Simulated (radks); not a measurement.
Charge is removed step by step from the 1s down level of He, starting from 1s(up 1, down 1). Method: scalar-relativistic Kohn-Sham, r2SCAN, spin-polarised, spherical densities, finite nucleus; meta-GGA in the generalised Kohn-Sham scheme; Gaussian nuclear charge, rms radius 1.6755 fm; computed with a radial shooting solver on a logarithmic mesh with Libxc functionals.

[
 {"removed (e)": "0", "E - E(0) (eV)": "0.000", "eigenvalue (eV)": "-16.537"},
 {"removed (e)": "0.125", "E - E(0) (eV)": "2.201", "eigenvalue (eV)": "-18.686"},
 {"removed (e)": "0.25", "E - E(0) (eV)": "4.672", "eigenvalue (eV)": "-20.849"},
 {"removed (e)": "0.375", "E - E(0) (eV)": "7.413", "eigenvalue (eV)": "-22.994"},
 {"removed (e)": "0.5", "E - E(0) (eV)": "10.418", "eigenvalue (eV)": "-25.074"},
 {"removed (e)": "0.625", "E - E(0) (eV)": "13.675", "eigenvalue (eV)": "-27.013"}
]

The mean slope of the eigenvalue, de/dn, is 16.8 eV per electron.
